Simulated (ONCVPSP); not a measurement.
**PBE ONCV dataset for aluminium (Al), scalar-relativistic all-electron reference.**

Input for ONCVPSP 4.0.1:

```
# ATOM AND REFERENCE CONFIGURATION
# atsym  z   nc   nv     iexc    psfile
  Al 13.00    3    1        4      upf
#
#   n    l    f
    1    0    2.00
    2    0    2.00
    2    1    6.00
    3    0    1.00
#
# PSEUDOPOTENTIAL AND OPTIMIZATION
# lmax
    2
#
#   l,   rc,      ep,       ncon, nbas, qcut
    0    1.70    0.00    4    7    3.80
    1    1.75    0.19    4    8    5.10
    2    1.75    0.31    4    8    5.90
#
# LOCAL POTENTIAL
# lloc, lpopt,  rc(5),   dvloc0
    4    1    1.55    6.00
#
# VANDERBILT-KLEINMAN-BYLANDER PROJECTORs
# l, nproj, debl
    0    2    0.70
    1    2    0.40
    2    2    3.50
#
# MODEL CORE CHARGE
# icmod, fcfact, rcfact
    0    0.00    0.00
#
# LOG DERIVATIVE ANALYSIS
# epsh1, epsh2, depsh
   -2.00    5.00    0.02
#
# OUTPUT GRID
# rlmax, drl
    6.00    0.01
#
# TEST CONFIGURATIONS
# ncnf
    4
# nvcnf
#   n    l    f
    2
    3    0    2.00
    3    1    1.00
#
    1
    3    0    2.00
#
    2
    3    0    2.00
    3    1    0.50
#
    2
    3    0    0.00
    3    1    3.00
#
```

Command:

```bash
oncvpsp.x < Al.dat > Al.out
```

Output (shortened: citation, most of the input echo, consistency checks and plot data are left out):

```
ONCVPSP  (Optimized Norm-Conservinng Vanderbilt PSeudopotential)
scalar-relativistic version 4.0.1

#   n    l    f        energy (Ha)
    1    0    2.00    -5.6310719E+01
    2    0    2.00    -4.7321253E+00
    2    1    6.00    -3.3170461E+00
    3    0    1.00    -8.7271849E-01

Reference configufation results
  iterations    26
  all-electron total energy (Ha)   -2.41766424D+02

Begin loop to  construct optimized pseudo wave functions
and semi-local pseudopoentials for all angular momenta

WARNING wellstate: negative energy specified for n= 4 l=  0
WARNING scattering state with energy  0.25000000
WARNING will be used for the first projector

   Wellstate for l =  0  n =  4
     eigenvalue =   0.2500
     asymptotic potential =   0.7500
     half-point radius =  2.9385

Calculating optimized projector #   1

 for l=   0

    Fraction of norm inside rc  0.277731
    Optimizing pswf for qcut=   3.80 a_B^-1,  ecut=   7.21 Ha
    Residual kinetic energy error=  3.36D-04 Ha

    Energy error per electron        Cutoff
         Ha          eV             Ha
         0.01000     0.27211        4.24
         0.00100     0.02721        6.31
         0.00010     0.00272       10.81
         0.00001     0.00027       25.56

Calculating optimized projector #   2

 for l=   0

    Fraction of norm inside rc  0.127592
    Optimizing pswf for qcut=   3.80 a_B^-1,  ecut=   7.21 Ha
    Residual kinetic energy error=  2.97D-03 Ha

    Energy error per electron        Cutoff
         Ha          eV             Ha
         0.01000     0.27211        5.17
         0.00100     0.02721       26.50
         0.00010     0.00272       55.97
         0.00001     0.00027       64.52

WARNING wellstate: moderately localized bound state found for n= 3 l=  1
WARNING scattering state with energy  0.05000000
WARNING will be used for the first projector

   Wellstate for l =  1  n =  4
     eigenvalue =   0.0500
     asymptotic potential =   0.5500
     half-point radius =  4.3529

   Wellstate for l =  1  n =  4
     eigenvalue =   0.4500
     asymptotic potential =   0.9500
     half-point radius =  3.1876

Calculating optimized projector #   1

 for l=   1

    Fraction of norm inside rc  0.129333
    Optimizing pswf for qcut=   5.10 a_B^-1,  ecut=  12.99 Ha
    Residual kinetic energy error=  5.62D-06 Ha

    Energy error per electron        Cutoff
         Ha          eV             Ha
         0.01000     0.27211        2.35
         0.00100     0.02721        5.51
         0.00010     0.00272        8.87
         0.00001     0.00027       11.75

Calculating optimized projector #   2

 for l=   1

    Fraction of norm inside rc  0.152849
    Optimizing pswf for qcut=   5.10 a_B^-1,  ecut=  12.99 Ha
    Residual kinetic energy error=  3.97D-04 Ha

    Energy error per electron        Cutoff
         Ha          eV             Ha
         0.01000     0.27211        3.05
         0.00100     0.02721        7.13
         0.00010     0.00272       45.44
         0.00001     0.00027       85.23

   Wellstate for l =  2  n =  4
     eigenvalue =   0.3100
     asymptotic potential =   0.8100
     half-point radius =  4.4691

   Wellstate for l =  2  n =  6
     eigenvalue =   3.8100
     asymptotic potential =   4.3100
     half-point radius =  3.4677

Calculating optimized projector #   1

 for l=   2

    Fraction of norm inside rc  0.165154
    Optimizing pswf for qcut=   5.91 a_B^-1,  ecut=  17.46 Ha
    Residual kinetic energy error=  1.57D-04 Ha

    Energy error per electron        Cutoff
         Ha          eV             Ha
         0.01000     0.27211        9.25
         0.00100     0.02721       14.04
         0.00010     0.00272       19.69
         0.00001     0.00027       69.26

Calculating optimized projector #   2

 for l=   2

    Fraction of norm inside rc  0.088053
    Optimizing pswf for qcut=   5.91 a_B^-1,  ecut=  17.46 Ha
    Residual kinetic energy error=  8.69D-03 Ha

    Energy error per electron        Cutoff
         Ha          eV             Ha
         0.01000     0.27211       17.04
         0.00100     0.02721       35.20
         0.00010     0.00272       91.67
         0.00001     0.00027      103.85

Construct Vanderbilt / Kleinmman-Bylander projectors

B matrix Hermiticity error, ll=   0
   1   2    4.0296E-05

  Orthonormal projector coefficients  1.2491E+01  8.0894E-01

B matrix Hermiticity error, ll=   1
   1   2   -1.1548E-05

  Orthonormal projector coefficients  5.8319E+01  4.7270E-01

B matrix Hermiticity error, ll=   2
   1   2   -4.6218E-05

  Orthonormal projector coefficients -5.3181E+00 -1.3848E+00

Pseudoatom total energy   -1.023685

Diagnostic tests using Vanderbilt-Kleinman-Bylander pseudopotentials
  1 or more projectors used as specified by nproj input data

   l    rcore       rmatch      e in        delta e   norm test  slope test

   0   1.7092837   1.7611813  -0.8727185  -0.0000010   1.0000243   1.0000079
   0   1.7092837   1.7611813   0.2500000   0.0000053   1.0001094   1.0001094

   1   1.7506772   1.8038316   0.0500000   0.0000070   1.0000964   1.0000964
   1   1.7506772   1.8038316   0.4500000   0.0000079   1.0001035   1.0001035

   2   1.7506772   1.8038316   0.3100000   0.0000092   1.0000297   1.0000297
   2   1.7506772   1.8038316   3.8100000   0.0000795   1.0000868   1.0000868

 Testing for bound ghosts
   n   l    E NL Schr. Eq   E Basis Diag.   E Cutoff

   1   0       -0.872719       -0.866069     63.68

   2   1       -0.632450       -0.616284     98.50

       2                       -0.293158    112.18  WARNING - GHOST(-)

 Testing for highly-localized positive-energy ghosts
       l    <radius>/rc     E Basis Diag.   E Cutoff

       1        0.675230       24.138291     98.50  WARNING - GHOST(+)

       1        0.565232       38.569099     98.50  WARNING - GHOST(+)

       1        0.588019       61.993322     98.50  WARNING - GHOST(+)

       1        0.630893      112.023710     98.50  WARNING - GHOST(+)

Test configuration 0

   n   l     f        eae           eps        diff
   1   0  2.0000  -56.31071886
   2   0  2.0000   -4.73212529
   2   1  6.0000   -3.31704612
   3   0  1.0000   -0.87271849   -0.87271946   -9.76D-07

    Total energies and differences
      AE_ref= -2.41766424D+02  AE_tst= -2.41766424D+02  dif=  0.00D+00
      PS_ref= -1.02368452D+00  PS_tst= -1.02368452D+00  dif=  1.11D-15
      PSP excitation error= -1.11D-15

Test configuration 1

   n   l     f        eae           eps        diff
   1   0  2.0000  -55.53353116
   2   0  2.0000   -3.97499583
   2   1  6.0000   -2.55933530
   3   0  2.0000   -0.28491419   -0.28570657   -7.92D-04
   3   1  1.0000   -0.09966782   -0.09937635    2.91D-04

    Total energies and differences
      AE_ref= -2.41766424D+02  AE_tst= -2.42684666D+02  dif= -9.18D-01
      PS_ref= -1.02368452D+00  PS_tst= -1.94358947D+00  dif= -9.20D-01
      PSP excitation error=  1.66D-03

Test configuration 2

   n   l     f        eae           eps        diff
   1   0  2.0000  -55.84548693
   2   0  2.0000   -4.28139008
   2   1  6.0000   -2.86614977
   3   0  2.0000   -0.54427607   -0.54605684   -1.78D-03

    Total energies and differences
      AE_ref= -2.41766424D+02  AE_tst= -2.42472946D+02  dif= -7.07D-01
      PS_ref= -1.02368452D+00  PS_tst= -1.73186678D+00  dif= -7.08D-01
      PSP excitation error=  1.66D-03

Test configuration 3

   n   l     f        eae           eps        diff
   1   0  2.0000  -55.67649395
   2   0  2.0000   -4.11605573
   2   1  6.0000   -2.70055887
   3   0  2.0000   -0.40769662   -0.40886687   -1.17D-03
   3   1  0.5000   -0.20951108   -0.20946283    4.82D-05

    Total energies and differences
      AE_ref= -2.41766424D+02  AE_tst= -2.42608023D+02  dif= -8.42D-01
      PS_ref= -1.02368452D+00  PS_tst= -1.86703855D+00  dif= -8.43D-01
      PSP excitation error=  1.76D-03

Test configuration 4

psatom: WARNING lschvkbb convergence error n,l,iter=   2   1   2
ea(ii),et,emin,emax -9.266435E-01 -8.339791E-01 -8.339791E-01 -8.339791E-01
run_config: WARNING for fully non-local PS atom, stg. 2
 WARNING no output for configuration 5
```

The run took about 3.5 s on one core of a shared server CPU.
